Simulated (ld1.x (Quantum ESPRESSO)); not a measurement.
**An all-electron radial function and its pseudo partner (titanium (Ti))**

Columns: radius, all-electron u(r) and pseudo u(r) of the 3p shell (level -38.86 eV) of titanium in the configuration [Ne] 3s2 3p6 3d2 4s2 4p0; PBE, scalar-relativistic, TM scheme, ld1.x (Quantum ESPRESSO) 7.5.

```
r (bohr)  all-electron   pseudo
   0.085        0.3389  -0.0245
   0.170        0.5281  -0.0957
   0.255        0.4007  -0.2062
   0.340        0.1108  -0.3447
   0.425       -0.2133  -0.4972
   0.510       -0.5020  -0.6487
   0.595       -0.7281  -0.7851
   0.680       -0.8867  -0.8952
   0.765       -0.9829  -0.9721
   0.850       -1.0272  -1.0136
   0.935       -1.0314  -1.0216
   1.020       -1.0063  -1.0014
   1.105       -0.9611  -0.9597
   1.190       -0.9032  -0.9034
   1.275       -0.8381  -0.8386
   1.360       -0.7699  -0.7703
   1.445       -0.7016  -0.7018
   1.530       -0.6352  -0.6353
   1.615       -0.5721  -0.5721
   1.700       -0.5129  -0.5129
   1.785       -0.4581  -0.4581
   1.870       -0.4079  -0.4079
   1.955       -0.3623  -0.3623
   2.040       -0.3210  -0.3210
   2.125       -0.2839  -0.2839
   2.210       -0.2507  -0.2507
```

(1) How many radial nodes do the two functions have?

(2) At about which radius was the pseudo-wave matched?

(3) Where does each function peak?

(4) Is the pseudo-wave norm-conserving?

Results:

(1) The all-electron 3p function has n − l − 1 = 1; the pseudo-wave has 0, since the states of the same l below it are removed with the core.

(2) 1.70 bohr. The columns agree to 0.0005 from 1.36 bohr on; several derivatives are matched, so the curves merge somewhat inside the radius.

(3) Outermost all-electron maximum near 0.94 bohr, pseudo maximum near 0.94 bohr (to the table’s step).

(4) Yes: the TM scheme keeps the norm inside the radius equal to the all-electron one, which fixes the energy derivative of the logarithmic derivative at the level.
